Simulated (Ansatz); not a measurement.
H4Pb, SMILES [PbH4].

Coordinates come from a PBE0-D3(BJ)/def2-TZVPD optimisation. The def2 effective core potentials stand for the cores of Pb; spin–orbit coupling is left out.

Two levels are set side by side: PBE/def2-TZVPD (Ansatz, an electronic-structure program) and ωB97X-V/def2-TZVPD (Ansatz). Energy differences of separate SCF runs at the same geometry; the states with an electron removed or added have multiplicity 2 and 2. Differences are taken from unrounded values.

```
quantity                           ωB97X-V
---------------------------------  -------
vertical ionisation energy (eV)      11.38
vertical singlet–triplet gap (eV)     6.49
```

Question: What does PBE give, and how far is it from ωB97X-V? (Estimate from the structure and the level; the computed values follow.)

Answer: 
| quantity | PBE | PBE minus ωB97X-V |
|---|---|---|
| vertical ionisation energy (eV) | 10.94 | -0.45 |
| vertical singlet–triplet gap (eV) | 5.77 | -0.72 |
